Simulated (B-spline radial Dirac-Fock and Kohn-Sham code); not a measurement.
Auger decay of the 2s hole in Tl⁵⁺

System: Tl⁵⁺ in the configuration [Xe] 4f14 5d8.

Input of the calculation (task.json; shells as n, l, electrons):

```json
{"items": [{
  "Z": 81,
  "q": 5,
  "cfg": [[1, 0, 2], [2, 0, 2], [2, 1, 6], [3, 0, 2], [3, 1, 6], [3, 2, 10], [4, 0, 2], [4, 1, 6], [4, 2, 10], [4, 3, 14], [5, 0, 2], [5, 1, 6], [5, 2, 8]],
  "A": 205,
  "rrms": 5.4759,
  "do": ["binding", "quiet", "decay"],
  "holes": ["K", "L1", "L2", "L3", "M1", "M2", "M3", "M4", "M5", "N1", "N2", "N3", "N4", "N5", "N6", "N7"]
}]}
```

Command: `python xray_run.py task.json out`

These are calculated numbers from a radial finite-basis atomic code; the model is independent-particle rates on relativistic LDA orbitals of the hole state (multipoles up to L = 3, Coulomb Auger matrix elements, transition energies from Dirac-Fock). Kinetic energies are configuration averages from the vacuum level; the two-hole energies are estimated from single-hole states.

| transition | kinetic energy (eV) | width (meV) | share (%) |
| --- | --- | --- | --- |
| L1-L3M4 | – | 3390 | 26.1 |
| L1-L3M5 | – | 4380 | 33.8 |
| L1-L2N7 | 426.4 | 262 | 2.0 |
| L1-L3N1 | 1720.9 | 252 | 1.9 |
| L1-L3N4 | – | 422 | 3.3 |
| L1-L3N5 | – | 515 | 4.0 |
| L1-L3N6 | 2463.3 | 334 | 2.6 |
| L1-L3N7 | 2468.2 | 413 | 3.2 |
| L1-M1M3 | 8541.4 | 222 | 1.7 |
| L1-M4M5 | – | 312 | 2.4 |

A dash stands for an energy that rests on an unreliable hole state.

Coster-Kronig rates are the weakest part of this model and often come out 1.5 to 2.5 times too large. The listed channels hold 81 % of the non-radiative rate. Summed by principal shells, of 13.0 eV in all: LLM 59.9 %, LLN 21.6 %, LMM 10.5 %, LMN 4.2 %, LLO 2.7 %, LMO 0.6 %.
